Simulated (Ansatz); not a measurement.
`OB(Cl)O[SiH3]` + `[NH2][Ga]([NH2])[Br]` → `NB(O)O[SiH3]` + `[NH2][Ga]([Cl])[Br]`  (redistribution)

Isolated molecules relaxed with PBE0-D4/def2-TZVP in Ansatz; ΔE leaves out vibrations. CCSD(T)/CBS adds triple-zeta CCSD(T) − MP2 to the extrapolated MP2 energy (def2 sets, frozen cores). Functionals use def2-TZVPP. HSE06 is defined as in plane-wave codes. For Br, Ga outer-core shells are correlated without core-valence functions, which leaves a few kJ/mol of doubt a bond. Scalar relativity is left out up to krypton. One conformer a species, not always the lowest.

```tsv
level	ΔE (kJ/mol)
PBE-D4	-83.6
revPBE-D4	-82.0
PBE	-84.1
revPBE	-82.9
r2SCAN	-88.6
PBE0	-89.7
HSE06	-89.8
MP2/def2-SVP	-86.0
```

Task: What does CCSD(T)/CBS give? (An estimate is asked.)

Result: The calculation gave: -83.4 kJ/mol. The listed levels differ from it by -0.2, 1.4, -0.7, 0.5, -5.2, -6.3, -6.4, -2.6 kJ/mol.

Task: What do rigid-rotor, harmonic-oscillator terms from PBE0-D4/def2-TZVP frequencies (298.15 K, 1 bar) make of the CCSD(T)/CBS value? (Estimate.)

Result: Computed: ΔZPE = +3.2 kJ/mol, ΔH = -80.2 kJ/mol, ΔS = 11 J/(mol·K), ΔG = -83.3 kJ/mol.

Largest T1 diagnostic among the species: 0.012.

From PBE to PBE0 (25 % exact exchange), in def2-TZVPP and without D4, ΔE moves by −5.6 kJ/mol. In def2-TZVPP, CCSD(T) changes the Hartree–Fock value by +19.3 kJ/mol (the triples alone add +2.7 kJ/mol) and MP2 by +21.7 kJ/mol. Leaving LDA and LC-ωPBE aside and taking each functional with its dispersion term where it has one, the values, not all of them listed here, spread over 15.1 kJ/mol, from BHLYP-D4 to revPBE-D4.
